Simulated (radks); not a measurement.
These are the eigenvalues of the occupied orbitals of an atom or ion with whole-number occupations (eV). Calculated with a radial shooting solver on a logarithmic mesh with Libxc functionals: scalar-relativistic Kohn-Sham, PBEsol, spin-unpolarised, spherical densities, finite nucleus; Fermi nuclear charge, rms radius of each element as measured or else 0.836 A^(1/3) + 0.57 fm.

1s: -38736.27
2s: -6171.845
2p: -5533.390
3s: -1324.507
3p: -1120.601
3d: -827.3207
4s: -271.9727
4p: -205.6401
4d: -109.6416
5s: -44.7821
5p: -28.2180
5d: -8.5295
6s: -8.3721

Which element is it, and in what charge state? The configuration may be excited.

Answer. Z = 57, lanthanum, charge +1: La+ in [Xe] 5d1 6s1. The list shows which subshells hold electrons but not how many an open one holds; the 1s level, -1423.5 hartree, gives Z - s = 53.4 by -(Z - s)^2/2, which with screening and relativity narrows Z to a few neighbours, and the depths of the outer levels then fix element, charge and occupations together.
